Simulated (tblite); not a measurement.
C₅H₄NOP₃.
Geometry (GFN2-xTB, Å), atoms numbered from 1 in this order:
```
atom  x, y, z in Å
C1    -2.7499   -0.7368   -0.7063
O2    -1.4104   -1.1355   -0.8257
C3    -0.4510   -0.3475   -0.2677
P4    -0.9221    1.1258    0.5530
C5     0.5706    1.8115    1.0985
P6     2.2423    1.3994    1.0316
C7     2.2837   -0.1236    0.1541
C8     3.5937   -0.6285    0.0183
N9     4.6655   -1.0292   -0.0793
P10    1.0800   -1.1517   -0.5823
H11   -2.9147    0.2351   -1.1859
H12   -3.3423   -1.5012   -1.2056
H13   -3.0459   -0.6656    0.3473
H14    0.3997    2.7472    1.6278
```

All values are computed: GFN2-xTB (tblite) harmonic vibrations without scaling, gas phase. Errors from tens to a few hundred cm⁻¹ against measured bands are possible. One conformer, not necessarily the lowest.

Harmonic wavenumbers (cm⁻¹): 61.4, 62.1, 113.9, 131.6, 192.7, 200.4, 234.4, 256.6, 286.2, 316.4, 390.9, 406.7, 496.7, 500.5, 521.3, 550.6, 595.5, 735.7, 752.0, 888.1, 992.3, 1046.9, 1071.4, 1110.2, 1114.3, 1143.3, 1186.0, 1254.9, 1397.0, 1450.0, 1457.5, 2335.0, 2911.6, 2929.0, 2982.1, 3032.9.

A = 1586, B = 636.8, C = 455.7 MHz; mass 186.951 u (most abundant isotopes); point group Cs, symmetry number 1.

Question: What is the zero-point energy?

Answer: Half the sum of the wavenumbers: 17554 cm⁻¹ = 209.99 kJ/mol.

Question: Give the ideal-gas entropy at 273.15 K and 1 bar in the rigid-rotor, harmonic-oscillator model (classical rotation).

Answer: Translation 172.27, rotation 128.30, vibration 121.29: S = 421.9 J/(mol K).

Question: And Cp and H(273.15 K) − H(0)?

Answer: Cp = 157.59 J/(mol K), of which vibrations give 124.34 (their classical limit is 36 R = 299.3); H(273.15 K) − H(0) = 27.03 kJ/mol without the zero-point energy, 17.94 from vibrations.

Question: Blend soft modes into free rotors: weight 1/[1 + (100 cm⁻¹/ν̃)⁴] for the oscillator and the rest for a rotor with moment μB/(μ + B), μ = h/(8π²ν), B = 10⁻⁴⁴ kg m². What vibrational entropy results?

Answer: 113.42 J/(mol K) in place of 121.29, which changes −T·S at 273.15 K by +2.15 kJ/mol.

Question: How do the functions run with temperature in this model?

Answer: 
```
 T (K)  S (J/(mol K))  Cp (J/(mol K))  H − H(0) (kJ/mol)  G − H(0) (kJ/mol)  ln q(vib)
    50          256.0            55.5               2.08             -10.73       0.44
   100          303.5            84.3               5.58             -24.77       1.66
298.15          436.0           165.9              31.07             -98.93       7.41
373.15          475.7           188.2              44.38            -133.14       9.52
   500          535.2           217.9              70.23            -197.35      12.90
   750          631.3           255.4             129.83            -343.65      18.92
  1000          708.1           277.8             196.69            -511.40      24.17
```

q(vib) and H(0) count from the zero-point level.

Question: Which modes carry the vibrational entropy at 273.15 K?

Answer: 61.4 cm⁻¹: 17.74; 62.1 cm⁻¹: 17.64; 113.9 cm⁻¹: 12.69; 131.6 cm⁻¹: 11.53; 192.7 cm⁻¹: 8.54; 200.4 cm⁻¹: 8.24 J/(mol K); the other 30 give 44.92 together.

Question: What must be added to the electronic energy to get the Gibbs energy at 273.15 K and 1 bar?

Answer: ZPE + [H(273.15 K) − H(0)] − T·S = 209.99 + 27.03 − 115.23 = 121.79 kJ/mol.

Hindered rotation and anharmonicity are outside this model. Other conformers, if any are populated, would add a mixing term that is left out.
